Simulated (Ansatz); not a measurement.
Frontier orbitals of CH5FOSSi, SMILES `O[SiH](S)CF`.

Z-matrix (Å, degrees):
```
Si
S 1 2.132
C 1 1.891 2 106.9
O 1 1.640 2 113.1 3 123.4
H 1 1.480 2 109.5 3 -118.5
H 2 1.346 1 92.3 3 -28.5
F 3 1.396 1 110.3 2 49.6
H 3 1.095 1 111.0 2 -70.2
H 3 1.095 1 111.1 2 169.2
H 4 0.959 1 117.6 2 -34.2
```

Total charge 0; spin multiplicity 1. The geometry is a stationary point of PBE0-D4/def2-TZVP. It is one conformer, not always the lowest. Basis def2-TZVPP, Ansatz 0.2.0.

| functional | HOMO (eV) | LUMO (eV) |
| --- | --- | --- |
| HSE06 (plane-wave form) | -7.32 | -0.22 |

(1) Give HOMO and LUMO (eV) with LDA (SPW92), PBE, revPBE, BLYP, r2SCAN, B97M-V, PBE0, B3LYP, r2SCANh, r2SCAN0, BHLYP, CAM-B3LYP, LC-ωPBE, ωB97X-V, ωB97M-V, HF. (Estimate.)

## Answers

(1) The calculation gave: 
| functional | HOMO | LUMO |
| --- | --- | --- |
| LDA (SPW92) | -6.60 | -1.04 |
| PBE | -6.46 | -0.76 |
| revPBE | -6.41 | -0.64 |
| BLYP | -6.29 | -0.68 |
| r2SCAN | -6.76 | -0.36 |
| B97M-V | -6.85 | -0.54 |
| PBE0 | -7.73 | 0.16 |
| B3LYP | -7.47 | -0.12 |
| r2SCANh | -7.23 | -0.04 |
| r2SCAN0 | -7.92 | 0.41 |
| BHLYP | -8.83 | 1.00 |
| CAM-B3LYP | -9.06 | 1.11 |
| LC-ωPBE | -10.50 | 2.39 |
| ωB97X-V | -10.12 | 2.20 |
| ωB97M-V | -9.95 | 1.88 |
| HF | -10.60 | 3.26 |

B3LYP here is the variant with VWN-RPA as its local correlation; programs differ in this. LC-ωPBE has ω = 0.4 bohr⁻¹. Positive LUMOs are unbound and depend on the basis.
